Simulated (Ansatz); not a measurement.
Geometry optimisation, RKS r2SCANh-D4/def2-SVP in Ansatz 0.2.0.

Input file:

```yaml
crystal:
  periodic: [false, false, false]
  atoms:
    - { symbol: B, position_ang: [0.2824, 1.0521, 1.0675] }
    - { symbol: C, position_ang: [0.0629, -0.0263, -0.0802] }
    - { symbol: C, position_ang: [-1.3858, 0.0357, -0.6712] }
    - { symbol: "N", position_ang: [0.3788, -1.3372, 0.4978] }
    - { symbol: S, position_ang: [1.2693, 0.2995, -1.4381] }
    - { symbol: H, position_ang: [1.2636, 1.2285, 1.6221] }
    - { symbol: H, position_ang: [-0.6359, 1.8148, 1.346] }
    - { symbol: H, position_ang: [-1.30023, 0.25723, -1.71172] }
    - { symbol: H, position_ang: [-1.84836, -0.95403, -0.55005] }
    - { symbol: H, position_ang: [-1.92479, 0.82084, -0.15894] }
    - { symbol: H, position_ang: [1.2745, -1.4, 0.8866] }
    - { symbol: H, position_ang: [0.2518, -2.0595, -0.2379] }
    - { symbol: H, position_ang: [2.354, 0.1883, -0.6151] }
basis:
  gaussian: { orbitals: def2-SVP }
hamiltonian:
  xc: r2scanh
  dispersion: d4
relax:
  f_tol: 0.015
  max_steps: 40
```

Run as:

```bash
$ ansatz run input.yaml --threads 2 --pin off --max-ram 3072MiB --backend cpu --events-out ev --progress --plain --runs-dir out
```

Problem. Where does it end, and by what steps?

Solution. It converged. After 26 steps the energy has fallen by 1.617 eV; S5 moved furthest, 1.12 Å. Parted: C2–S5. Joined: B1–S5.

| step | energy less start (eV) | largest force component (eV/Å) | accepted |
| --- | --- | --- | --- |
| 0 | 0.0000 | 3.050 | yes |
| 1 | -0.3685 | 0.885 | yes |
| 2 | -0.5021 | 0.826 | yes |
| 3 | -0.6647 | 0.779 | yes |
| 4 | -0.9228 | 0.728 | yes |
| 5 | -1.1362 | 1.136 | yes |
| 6 | -1.2876 | 1.096 | yes |
| 7 | -1.3401 | 2.750 | yes |
| 8 | -1.4882 | 1.284 | yes |
| 9 | -1.5504 | 0.755 | yes |
| 10 | -1.4836 | 1.072 | no |
| 11 | -1.5954 | 0.196 | yes |
| 12 | -1.6033 | 0.126 | yes |
| 13 | -1.6046 | 0.266 | yes |
| 14 | -1.6100 | 0.051 | yes |
| 15 | -1.6116 | 0.050 | yes |
| 16 | -1.6115 | 0.245 | no |
| 17 | -1.6115 | 0.220 | no |
| 18 | -1.6133 | 0.031 | yes |
| 19 | -1.6146 | 0.144 | yes |
| 20 | -1.6157 | 0.069 | yes |
| 21 | -1.6156 | 0.052 | no |
| 22 | -1.6161 | 0.021 | yes |
| 23 | -1.6162 | 0.021 | yes |
| 24 | -1.6167 | 0.041 | yes |
| 25 | -1.6168 | 0.019 | yes |
| 26 | -1.6169 | 0.012 | yes |

```xyz
13
Properties=species:S:1:pos:R:3
B 0.602 1.105 0.656
C -0.188 -0.189 0.199
C -1.402 -0.145 -0.661
N 0.229 -1.381 0.569
S 1.515 1.325 -1.055
H 1.363 0.888 1.586
H -0.126 2.072 0.778
H -1.389 0.748 -1.294
H -1.529 -1.040 -1.289
H -2.275 -0.068 0.008
H 1.009 -1.448 1.216
H -0.149 -2.244 0.191
H 2.383 0.298 -0.946
```

Whether the end is a true minimum wasn't checked by a vibrational analysis.

The run took 83 s on 2 threads of Intel(R) Xeon(R) 6975P-C (Granite Rapids), with other jobs on the host, peak memory 0.31 GiB.
